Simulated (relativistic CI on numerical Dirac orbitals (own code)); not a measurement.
Yb⁴⁺: 4s photoemission

Computed with this model: Dirac-Coulomb-Breit CI, orbitals from a KLI potential per configuration, a model potential for QED, valence Slater integrals scaled by 0.9, multiplet model of photoemission in the sudden approximation; configurations [Xe] 4f12 → [Ar] 3d10 4s 4p6 4d10 4f12 5s2 5p6; 300 K; Lorentzian 3 eV and Gaussian 0.7 eV FWHM. Energies are those of the free ion, without screening or charge transfer. The energies are binding energies and can lie tens of eV above those of solids. Without intra-shell correlation the exchange splitting of an s hole comes out too large, often by half or more. S is read from ⟨S²⟩ = S(S + 1).

free ion: ground-state S = 0.99, centroid 554.96 eV. Peaks (eV, height): 553.4 (100), 559.0 (47).

Strongest unbroadened transitions for free ion:

```
Energy (eV)  Relative strength
     553.07              100.0
     553.92               32.5
     559.07               50.4
     560.29                0.1
     560.41                2.8
```
